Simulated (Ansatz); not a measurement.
# Ligand exchange: C2H7Sb + C2H8OSi2 → C2H9SbSi + C2H6OSi

Species: C2H7Sb `C[CH2][SbH2]`, singlet; C2H8OSi2 `C=C[SiH2]O[SiH3]`, singlet; C2H9SbSi `C[CH2][SbH][SiH3]`, singlet; C2H6OSi `C=C[SiH2]O`, singlet. The partners trade H for SiH3: Sb–H and O–SiH3 bonds give way to Sb–SiH3 and O–H.

Shapes, held fixed at every level: PBE0-D4/def2-TZVP. Flexible molecules stand in one conformer, not always the lowest. Programs: Ansatz 0.2.0. The zero-point and thermal change to 298 K, harmonic and unscaled (PBE0-D4/def2-TZVP), is +5.9 kJ/mol.

Estimate ΔH(298 K) of this reaction.

The highest level, CCSD(T)/def2-TZVPP, gives ΔH(298 K) = +80.9 kJ/mol; the levels span +57.3 to +85.1. The column of differences is taken from that level and isn't an error. No measured value is set beside it here. For atoms past krypton def2 sets carry core potentials with scalar relativity. Outer-core shells of Sb are correlated, in sets that cover them unevenly. Times are processor times on shared x86 and Arm servers, and rough.

```json
{"level": "SPW92/def2-TZVPP", "kind": "LDA", "ΔH(298 K) (kJ/mol)": "+61.6", "less CCSD(T)/def2-TZVPP": "-19.3", "CPU time (sum over the molecules)": "22 s"}
{"level": "PBE-D4/def2-TZVPP", "kind": "GGA", "ΔH(298 K) (kJ/mol)": "+57.3", "less CCSD(T)/def2-TZVPP": "-23.6", "CPU time (sum over the molecules)": "41 s"}
{"level": "B3LYP-D4/def2-TZVPP", "kind": "global hybrid", "ΔH(298 K) (kJ/mol)": "+81.1", "less CCSD(T)/def2-TZVPP": "+0.2", "CPU time (sum over the molecules)": "78 s"}
{"level": "wB97M-V/def2-TZVPP", "kind": "range-separated hybrid", "ΔH(298 K) (kJ/mol)": "+80.4", "less CCSD(T)/def2-TZVPP": "-0.5", "CPU time (sum over the molecules)": "3.1 min"}
{"level": "B2PLYP/def2-TZVPP", "kind": "double hybrid", "ΔH(298 K) (kJ/mol)": "+82.2", "less CCSD(T)/def2-TZVPP": "+1.3", "CPU time (sum over the molecules)": "89 s"}
{"level": "CCSD(T)/def2-SVP", "kind": "coupled cluster or CI", "ΔH(298 K) (kJ/mol)": "+76.1", "less CCSD(T)/def2-TZVPP": "-4.8", "CPU time (sum over the molecules)": "84 s"}
{"level": "CCSD/def2-TZVPP", "kind": "coupled cluster or CI", "ΔH(298 K) (kJ/mol)": "+85.1", "less CCSD(T)/def2-TZVPP": "+4.2", "CPU time (sum over the molecules)": "–"}
{"level": "CCSD(T)/def2-TZVPP", "kind": "coupled cluster or CI", "ΔH(298 K) (kJ/mol)": "+80.9", "less CCSD(T)/def2-TZVPP": "0.0", "CPU time (sum over the molecules)": "46 min"}
```
